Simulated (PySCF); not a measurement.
Species: C₅H₁₀O₃SSi.
Numbering: `[CH2:1]=[CH:2][C@@:3]1([S:4](=[O:5])(=[O:6])[OH:7])[SiH2:8][C@@H:9]1[CH3:10]`

Structure used (GFN2-xTB), in Å, numbered top down from 1:
```
atom  x, y, z in Å
C1    -1.687   -2.107   -0.132
C2    -1.515   -0.853    0.269
C3    -0.257   -0.139    0.397
S4    -0.514    1.601    0.476
O5    -1.697    1.909    1.227
O6     0.704    2.244    0.875
O7    -0.833    2.035   -1.058
Si8    1.232   -0.516    1.556
C9     1.041   -0.547   -0.316
C10    1.689    0.420   -1.280
H11   -2.666   -2.548   -0.180
H12   -0.865   -2.739   -0.424
H13   -2.368   -0.259    0.572
H14   -1.719    2.398   -1.115
H15    1.927    0.492    2.318
H16    1.038   -1.830    2.161
H17    0.934   -1.532   -0.769
H18    1.066    0.543   -2.165
H19    2.662    0.041   -1.591
H20    1.822    1.395   -0.824
```

Definitions: NICS(0) = −σiso at the ring centroid; NICS(1) = −σiso and NICS(1)zz = −σzz at ±1 Å along the ring normal z. Level: GIAO PBE0/pcSseg-1 (PySCF, non-relativistic, gas phase) on the GFN2-xTB geometry, one conformer.

Ring bond lengths (Å), with Mayer bond orders in brackets: C3–Si8 1.924 (0.72), Si8–C9 1.883 (0.92), C9–C3 1.536 (0.81).

**Question.** What do the NICS probes read (ppm)?

**Answer.** 
```tsv
ring	type	NICS(0)	NICS(1), two faces	NICS(1)zz, two faces	rms pucker (Å)	centre to ring atoms, mean (Å)
C3–Si8–C9	3-membered ring with Si; formal bonds all single	-27.6	-8.7 / -6.8	-17.8 / -17.8	0.00	1.03
```

**Question.** What do they say, and how far can they be read as aromaticity?

**Answer.** 
- C3–Si8–C9: mean NICS(1)zz -17.8 ppm, shielded. C3, Si8, C9 have four or more neighbours, so the value isn't read as a sign of a π ring current. NICS(0) lies 20 ppm below the mean NICS(1).

**Question.** List the ring angles and the Hirshfeld charges of the ring atoms.

**Answer.** 
- C3–Si8–C9: C3 64.8° (-0.083 e), Si8 47.6° (+0.330 e), C9 67.6° (-0.102 e); sum 180.0° against 180° for a flat convex ring.

**Question.** How shielded are the nuclei of the rings and their hydrogens (means over atoms taken as equivalent)?

**Answer.** 
```json
{"atoms": "C3", "environment": "sp3 carbon bound to sulfur", "σ isotropic (ppm)": "127.5"}
{"atoms": "Si8", "environment": "SiH2 silicon", "σ isotropic (ppm)": "440.2"}
{"atoms": "C9", "environment": "sp3 carbon bound to silicon", "σ isotropic (ppm)": "167.9"}
{"atoms": "H15", "environment": "Si–H hydrogen", "σ isotropic (ppm)": "27.70"}
{"atoms": "H16", "environment": "Si–H hydrogen", "σ isotropic (ppm)": "28.76"}
{"atoms": "H17", "environment": "methine hydrogen", "σ isotropic (ppm)": "29.73"}
```
